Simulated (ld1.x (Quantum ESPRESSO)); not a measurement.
Configuration tests for calcium (Ca) (ultrasoft)

| Property | Result |
| --- | --- |
| Element | calcium (Ca) |
| Generator | ld1.x (Quantum ESPRESSO) 7.5 |
| Type | ultrasoft |
| Functional | LDA (PZ) |
| Relativity | scalar-relativistic |
| Frozen core | [Ne] |
| Valence charge | 10 |
| Reference configuration | 3s2 3p6 3d0 4s1.75 4p0.25 |
| Partial waves | 3s (bound): rcut 1.70, rcutus 1.95 bohr; 4s (bound): rcut 1.70, rcutus 1.95 bohr; 3p (bound): rcut 1.60, rcutus 1.70 bohr; 4p (bound): rcut 1.60, rcutus 1.70 bohr; 3d (bound, empty): rcut 1.60, rcutus 2.05 bohr; 3d channel at 0.45 Ry: rcut 1.60, rcutus 2.05 bohr |
| Local potential | all-electron potential smoothed inside 1.70 bohr (lloc = -1) |
| Core correction | Bessel-smoothed model core inside 1.40 bohr |
| Augmentation charge | PSQ, inside the norm-conserving radii |

Energies are relative to the spin-unpolarised reference configuration 3s2 3p6 3d0 4s1.75 4p0.25; without spin polarisation the order of configurations can differ from experiment. Spin-polarised rows fill each open shell by Hund’s rule, majority spin first.

```tsv
valence configuration	charge	ΔE all-electron (eV)	error AE − PS (meV)
3s2 3p6 3d0 4s1 4p0	+1	5.852	-0.2
3s2 3p6 3d0 4s0 4p0	+2	17.803	-2.0
3s1 3p6 3d0 4s2 4p0	+1	53.359	-92
3s2 3p6 3d0 4s0 4p2	0	4.507	-0.8
3s2 3p6 3d0 4s1.5 4p0	+0.5	1.956	-0.1
3s2 3p6 3d1 4s0 4p0	+1	7.189	+3.7
3s2 3p6 3d0 4s1.75 4p0.25 (spin-polarised)	0	-0.026	0.0
3s2 3p6 3d0 4s1 4p0 (spin-polarised)	+1	5.645	+0.4
```

Question: What are ΔE and the potential's error for 3s2 3p6 3d0 4s2 4p0?

Answer: ΔE = -0.610 eV all-electron; the error (AE − PS) is 0.0 meV.

Levels in the configuration 3s2 3p6 3d0 4s1.5 4p0:

```
level  all-electron (eV)  pseudo (eV)
   3s            -50.123      -50.123
   3p            -31.264      -31.263
   4s             -6.434       -6.433
```
